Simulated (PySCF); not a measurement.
AlClHI, SMILES [Cl][AlH][I].

Coordinates come from a B3LYP-D3(BJ)/def2-TZVP optimisation. The def2 effective core potentials stand for the cores of I; spin–orbit coupling is left out.

These are TDDFT-B3LYP/def2-SVPD (PySCF 2.14.0) values and carry that method's errors.

Vertical excitations. The molecule is in vacuum. State labels are in the subgroup Cs.

```
state  symmetry  energy (eV)  λ (nm)      f                            main pairs
-----  --------  -----------  ------  -----  ------------------------------------
S1           A"         4.78     259  0.000                       HOMO→LUMO 100 %
S2           A'         5.30     234  0.043                      HOMO−1→LUMO 89 %
S3           A'         5.49     226  0.033                      HOMO→LUMO+1 93 %
S4           A"         5.65     219  0.023                    HOMO−1→LUMO+1 96 %
S5           A"         5.74     216  0.003                      HOMO−2→LUMO 96 %
S6           A'         6.73     184  0.108                    HOMO−2→LUMO+1 76 %
S7           A"         6.77     183  0.001                      HOMO−4→LUMO 99 %
S8           A'         6.83     181  0.037                      HOMO−3→LUMO 94 %
S9           A'         7.04     176  0.053    HOMO→LUMO+2 75 %, HOMO→LUMO+3 16 %
S10          A'         7.13     174  0.109  HOMO→LUMO+3 72 %, HOMO−4→LUMO+1 13 %
T1           A"         4.67     265      0                        HOMO→LUMO 99 %
T2           A'         4.73     262      0                      HOMO−1→LUMO 98 %
T3           A'         5.14     241      0                      HOMO→LUMO+1 97 %
T4           A"         5.30     234      0  HOMO−1→LUMO+1 82 %, HOMO−2→LUMO 15 %
```
Triplets are in the Tamm–Dancoff approximation, which puts them higher than full response would, so one can lie above its singlet here.
